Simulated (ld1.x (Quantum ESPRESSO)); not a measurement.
N: from the effect back to the setting (ultrasoft)

Base potential:

nitrogen (N), ultrasoft, made with ld1.x (Quantum ESPRESSO) 7.5 (LDA (PZ), scalar-relativistic). Core [He], reference 2s2 2p2 (charge +1). Waves: 2s (bound): rcut 0.60, rcutus 0.85 bohr; 2s channel at 0.15 Ry: rcut 0.60, rcutus 0.85 bohr; 2p (bound): rcut 1.35, rcutus 1.50 bohr; 2p channel at 0.65 Ry: rcut 1.35, rcutus 1.50 bohr; 3d channel at 0.2 Ry: rcut 1.30, rcutus 1.45 bohr; 3d channel at 2.05 Ry: rcut 1.30, rcutus 1.45 bohr. Local part: all-electron potential smoothed inside 1.45 bohr (lloc = -2). Core correction: a·sin(br)/r model core, default radius (core density twice the valence density). Augmentation charge: PSQ, inside the norm-conserving radii.

Cutoffs, loose and tight: the cutoffs (Ry, on a coarse ladder) from which the occupation-weighted sum of valence levels, in a spherical-Bessel basis at the reference potential, stays within 10 and 1 mRy of its value at 400 Ry. They do not see the model core or the augmentation charge, which bear on the density cutoff. Test errors are all-electron minus pseudo excitation energies from the reference, over the configurations 2s2 2p3; 2s2 2p1; 2s2 2p0; 2s2 2p3.3; 2s1 2p0; 2s0 2p5; 2s2 2p2.5 (two spin-polarised tests are not counted in the largest error); variants that change the core or the reference have their own tests. The largest error is taken over the tests solved by every variant that gives reliable tests at all, those not shown here included: 2s0 2p5; 2s1 2p0; 2s2 2p0; 2s2 2p1; 2s2 2p2.5; 2s2 2p3; 2s2 2p3.3.

A file whose overlap is not positive is unfit for use, and its test errors describe a broken file.

Only the s radius is moved (3 further runs of the sweep failed or gave no value and are left out):

```tsv
s radius (bohr)	bound ghosts	largest test error (meV)	median size of the test errors
0.8	none	-256	18.2 meV
0.86	none	-254	20.3 meV
1.04	none	-243	23.8 meV
1.14	not determined (overlap not positive)	-273	25.1 meV
1.22	none	-245	25.9 meV
1.28	none	-238	26.3 meV
```

Task: One more run gave bound ghosts: none; largest test error (meV): -249; median size of the test errors: 23.0 meV. Which value of the s radius was used?

Result: 0.98 bohr. The median size of the test errors moves one way along this sweep, from 18.2 meV at 0.8 to 26.3 meV at 1.28 bohr, which places the run between 0.86 and 1.04 bohr.
